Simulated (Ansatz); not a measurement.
Coupled-cluster diagnostics for InBr3, Ansatz.

Geometry of the singlet (PBE0-D4/def2-SVP):

Cartesian coordinates in Å:
```
In 0.000 0.000 0.000
Br -0.393 -0.285 2.409
Br -1.387 -1.217 -1.623
Br 1.780 1.501 -0.786
```

In the def2 sets In takes a core potential; there is no spin–orbit coupling. Correlated methods freeze 31 core orbitals; core or outer-core shells of In, Br are correlated, in sets that lack core-valence functions.

(1) Estimate the CCSD(T) correlation energy, the shares of MP2 and (T), T1 and the reference's ⟨S²⟩ for: charge 0, singlet, own geometry in def2-SVP; charge 1, doublet, vertical in def2-SVP; and the rough time on 2 threads of Arm Neoverse V2 on a shared host.

## Answers

(1) 
```json
{"state": "charge 0, singlet, own geometry", "basis": "def2-SVP", "correlation (eV)": "-21.372", "MP2 share (%)": "96.9", "(T) share (%)": "2.3", "T1": "0.007", "⟨S²⟩ (pure)": "0.00 (0.00)", "wall time": "10 s"}
{"state": "charge 1, doublet, vertical", "basis": "def2-SVP", "correlation (eV)": "-20.910", "MP2 share (%)": "95.8", "(T) share (%)": "2.5", "T1": "0.019", "⟨S²⟩ (pure)": "0.76 (0.75)", "wall time": "2.2 min"}
```
Customary marks for T1 are 0.02 (closed shells), 0.045 (open shells) and about 0.05 (3d metals). T1 stays under 0.02 throughout.
